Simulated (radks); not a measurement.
Q: All-electron atom: Kr in [Kr] (the NIST ground configuration). Calculated with a radial shooting solver on a logarithmic mesh with Libxc functionals: Dirac Kohn-Sham, PBEsol, spin-unpolarised, spherical densities, finite nucleus; Fermi nuclear charge, rms radius 4.1884 fm. Some entries of the table are withheld. Estimate them.

orbital,occ.,eigenvalue (hartree),<r^2> (bohr^2),<1/r> (bohr^-1)
1s1/2,2,-519.7355,0.002320,36.75
2s1/2,2,-68.43370,0.03970,8.223
2p1/2,2,-61.85791,(1),8.194
2p3/2,4,-59.88198,(2),7.909
3s1/2,2,-9.67926,0.3238,2.712
3p1/2,2,-7.35811,0.3337,2.598
3p3/2,4,-7.06723,0.3468,2.530
3d3/2,4,-3.01841,0.3782,2.282
3d5/2,6,-2.97054,0.3835,2.264
4s1/2,2,-0.84648,2.834,0.8517
4p1/2,2,(3),4.300,0.6971
4p3/2,4,(4),4.525,0.6784

A: 
(1) 2p1/2 <r^2> (bohr^2): 0.03042
(2) 2p3/2 <r^2> (bohr^2): 0.03185
(3) 4p1/2 eigenvalue (hartree): -0.35548
(4) 4p3/2 eigenvalue (hartree): -0.33191
